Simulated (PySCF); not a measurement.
NiO3, multiplicity 1. Atoms are numbered in the order given.

```xyz
4

Ni     0.1005     0.2741     0.0000
O     -0.1948     1.8558     0.0000
O      0.5833    -1.3744     0.0000
O     -0.7402    -1.4410     0.0000
```

Geometry: B3LYP-D3(BJ)/def2-SVP. The multiplicity is an assumed one; other spin states were not compared.

Calculation: PBE/def2-TZVPD (PySCF).

Mulliken values depend strongly on the basis, most of all with diffuse functions as here. Atomic charges (e):

| atom | IAO | Mulliken |
|---|---|---|
| Ni1 | ? | 0.61 |
| O2 | ? | -0.49 |
| O3 | ? | 0.01 |
| O4 | ? | -0.13 |

Task: Fill in the missing entries. (An estimate is asked for; the answer gives what the named calculation found.)

Result: 
- Ni1, IAO: 0.97
- O2, IAO: -0.58
- O3, IAO: -0.18
- O4, IAO: -0.21
